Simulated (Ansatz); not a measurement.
Li₃Se⁺ (the lowest singlet isomer of a short search) was relaxed with r2SCAN-D4 (def2-TZVP) in Ansatz in these states: charge +1 quintet, charge +1 singlet, charge +1 triplet. The geometries follow in no particular order.

A:

Cartesian coordinates in Å:
```
Li -0.575 -0.682 3.186
Li -0.018 0.006 -0.017
Li 2.818 -0.016 -1.746
Se -2.225 0.692 -1.423
```

B:

```xyz
4

Li   -0.228   -2.041    1.024
Li    1.003    1.736    1.116
Li   -0.764    0.301   -2.143
Se   -0.011    0.003    0.004
```

C:

```xyz
4

Li    0.8003   -0.5480    2.0200
Li   -1.6154   -1.4057    0.6860
Li    0.7052    1.6560   -2.3160
Se    0.1099    0.2977   -0.3900
```

Task: Judge from the bond lengths which geometry belongs to which state (an estimate).

Result: A is the charge +1 quintet (Li3–Se4 5.102 Å, Li1–Se4 5.085 Å, Li2–Se4 2.706 Å); B is the charge +1 singlet (Li3–Se4 2.295 Å, Li1–Se4 2.295 Å, Li2–Se4 2.295 Å); C is the charge +1 triplet (Li3–Se4 2.431 Å, Li1–Se4 2.646 Å, Li2–Se4 2.652 Å).

At PBE0-D4/def2-TZVP a singlet lies 6.41 eV below the charge +1 quintet. At PBE0-D4/def2-TZVP a singlet lies 3.11 eV below the charge +1 triplet. These are the stationary points nearest to one start from a short search; other shapes may lie lower in each state.
